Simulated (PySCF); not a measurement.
Structure problem from calculated spectra and properties.

Formula: C5H6N2Si.

| Item | Value |
| --- | --- |
| 13C NMR | chemical shifts (computed TMS as zero) by class: 137.7 (1 C), 137.4 (1 C), 128.2 (1 C), 88.4 (1 C), 78.7 (1 C) ppm [GIAO PBE0/pcSseg-1] |
| Triplet | lowest triplet excitation (Tamm–Dancoff): 3.49 eV [TDA B3LYP/def2-SVPD] |
| UV, first state | lowest singlet excitation: 5.01 eV (247 nm, f = 0.286) [TDDFT B3LYP/def2-SVPD] |
| Dipole | 3.54 D [B3LYP/def2-SVPD] |
| Valence photoelectron | vertical ionisation energy: 8.41 eV [ΔSCF B3LYP/def2-SVPD] |
| NMR, other nuclei | isotropic shieldings of nuclei other than C and H, by class: -65 (1 N), 77 (1 N), 400 (1 Si) ppm [GIAO PBE0/pcSseg-1] |
| 1H NMR | chemical shifts (computed TMS as zero) by class: 7.24 (1 H), 6.82 (1 H), 5.04 (3 H), 3.33 (1 H) ppm [GIAO PBE0/pcSseg-1] |
| Polarisability | 99.5 au [B3LYP/def2-SVPD] |
| Rotational structure | rotational constants A, B, C: 2.197, 1.930, 1.040 GHz [PBE0-D3(BJ)/def2-SVP] |

The electronic properties come from PySCF, for the isolated species, density fitting. Levels stand in brackets. Isolated species at its PBE0-D3(BJ)/def2-SVP geometry, gas phase. NMR values are class means; diastereotopic atoms form classes of their own.

Q: Propose a structure and show how it fits.

A: Numbering: `[CH:1]#[C:2][c:3]1[n:4][cH:5][cH:6][n:7]1[SiH3:8]`. Its formula, C5H6N2Si, gives 5 degrees of unsaturation: 1 ring and 4 π bonds in the structure found (Kekulé form). 5 carbons fall into 5 classes; from least to most shielded: substituted aromatic carbon [C3] (137.7 ppm), aromatic CH next to a ring nitrogen [C5] (137.4 ppm), aromatic CH next to a ring nitrogen [C6] (128.2 ppm), terminal alkyne carbon [C1] (88.4 ppm), alkyne carbon [C2] (78.7 ppm). Hydrogen classes from least to most shielded: 1 H on an aromatic CH next to a ring nitrogen, C5 (7.24 ppm), 1 H on an aromatic CH next to a ring nitrogen, C6 (6.82 ppm), 3 H on an SiH3 silicon, Si8 (5.04 ppm), 1 H on a terminal alkyne carbon, C1 (3.33 ppm). The other shieldings belong to: -65 ppm, pyridine-type nitrogen [N4]; 77 ppm, pyrrole-type nitrogen [N7]; 400 ppm, SiH3 silicon [Si8]. S1 is mainly HOMO→LUMO (weight 0.93); the largest Löwdin shares of the orbital it empties are 0.23 on an aromatic CH next to a ring nitrogen, 0.18 on an aromatic CH next to a ring nitrogen, 0.15 on the terminal alkyne carbon and 0.14 on the substituted aromatic carbon, of the orbital it fills 0.19 on the terminal alkyne carbon, 0.15 on the pyridine-type nitrogen, 0.14 on the alkyne carbon and 0.14 on the substituted aromatic carbon. The optimised geometry has point group Cs and is an asymmetric top. Structure: `C#Cc1nccn1[SiH3]`. Computed isomers that give other values at the same levels: `N#Cc1cccn1[SiH3]` (13C chemical shifts (computed TMS as zero) by class: 135.5 (1 C), 130.7 (1 C), 119.4 (1 C), 117.7 (1 C), 112.6 (1 C) ppm). The assignments are read from this structure; whether some other isomer fits the data as well wasn't checked.
